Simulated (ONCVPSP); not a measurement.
**tungsten (W), ONCV: configuration errors across variants**

| Property | Result |
| --- | --- |
| Element | tungsten (W) |
| Generator | ONCVPSP 4.0.1 |
| Type | optimised norm-conserving Vanderbilt (ONCV) |
| Functional | PBEsol |
| Relativity | scalar-relativistic |
| Frozen core | [Kr] 4d10 4f14 |
| Valence charge | 14 |
| Reference configuration | 5s2 5p6 5d4 6s1.5 6p0.5 |
| Partial waves | 5s+6s: rc 1.75 bohr, ncon 4, nbas 9, qcut 8.2 1/bohr, 2 projectors; 5p+6p: rc 2.00 bohr, ncon 5, nbas 8, qcut 7.2 1/bohr, 2 projectors; 5d: rc 2.45 bohr, ncon 4, nbas 9, qcut 7.5 1/bohr, 1 projector |
| Local potential | polynomial inside 1.45 bohr (lpopt 5, dvloc0 6 Ha) |
| Core correction | none |

All-electron excitation energies from the reference (eV): (1) 5s2 5p6 5d4 6s2 6p0 -2.239; (2) 5s2 5p6 5d4 6s1 6p0 6.686; (3) 5s2 5p6 5d4 6s0 6p0 22.382.

4 further variants failed, have other tests or another functional or relativity, and are left out.

Errors AE − PS in meV (a dash: test not solved or not reliable):

```csv
change,(1),(2),(3),bound ghosts,GHOST(+) flags above zero
base,+0.6,-2.6,-6.0,none,none
d: qcut 4.8,+0.7,-1.9,-3.9,none,none
"d: ncon 5, nbas 10",+0.6,-2.5,-6.0,none,none
"local potential polynomial inside 1.10 bohr (lpopt 5, dvloc0 1 Ha)",+0.6,-2.6,-5.9,none,s
"all radii scaled by about 1.22 (s 2.14, p 2.44, d 2.98 bohr); local potential polynomial inside 1.76 bohr (lpopt 5, dvloc0 6 Ha)",+0.6,-2.3,-8.0,none,none
```

**Question.** Give the same row for: s: qcut 5.5.

**Answer.** +0.5, -2.8, -9.2; bound ghosts: none; GHOST(+) flags above zero: none.
